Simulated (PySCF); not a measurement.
Correlation energy of Ti (titanium, neutral)

[Ar] 3d3 4s1, high-spin 5F determinant (an excited configuration). Calculation: PySCF 2.14, in x2c-TZVPPall with one added diffuse shell each of s, p, d, f type (7s6p5d3f1g, 80 functions); scalar relativity by spin-free X2C-1e. Frozen: [Ne]; 12 electrons correlated.

```csv
level,correlation energy (mhartree)
CCSD,-310.92
(T),-8.41
CCSD(T),-319.33
```

Diagnostics: T1 = 0.018, D1 = 0.0602, largest double amplitude 0.026.

Cost of the coupled-cluster step: of the order of 19 core-seconds, for 12 correlated electrons.

This basis was not built for core-valence correlation, so the inner-shell part is incomplete.
